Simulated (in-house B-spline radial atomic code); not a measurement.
The numbers below are computed, except where a source is named.
C6 from the polarisability at imaginary frequency: B+

LC-wPBE linear response of the closed shell [He] 2s2, from an all-electron radial atomic-structure program (B-spline basis); non-relativistic, point nucleus, no spin-orbit coupling.

The dispersion coefficient of two like species is C6 = (3/π) ∫ α(iu)² du from 0 to ∞.

```tsv
u (hartree)	α(iu) (bohr³)
0	10.79
0.0849	10.1
0.198	7.893
0.339	5.277
0.566	2.881
0.849	1.601
1.27	0.8475
1.98	0.4075
2.83	0.2242
4.24	0.1144
7.07	0.04956
14.1	0.01566
```

Task: Fit one oscillator, α(iu) = α(0)/(1 + u²/ω²), through u = 0.0849 and estimate C6.

Result: From α(0)/α(iu) − 1 = 10.79/10.1 − 1 = 0.0683, ω = u/√0.0683 = 0.3248 hartree (8.8 eV). London's formula gives C6 = (3/4) α(0)² ω = 0.75 × 10.79² × 0.3248 = 28.36 hartree·bohr⁶, and the oscillator holds f = α(0) ω² = 1.14 electrons, of a sum of oscillator strengths of 4.0.

Task: How does that compare with the full integral?

Result: The program's quadrature over all excitations gives C6 = 29.38, so the single oscillator is off by -3.5 %. At the last point the fit gives α = 0.00572 against 0.0157: higher excitations, and deeper shells where there are any, keep the true curve higher at large u.
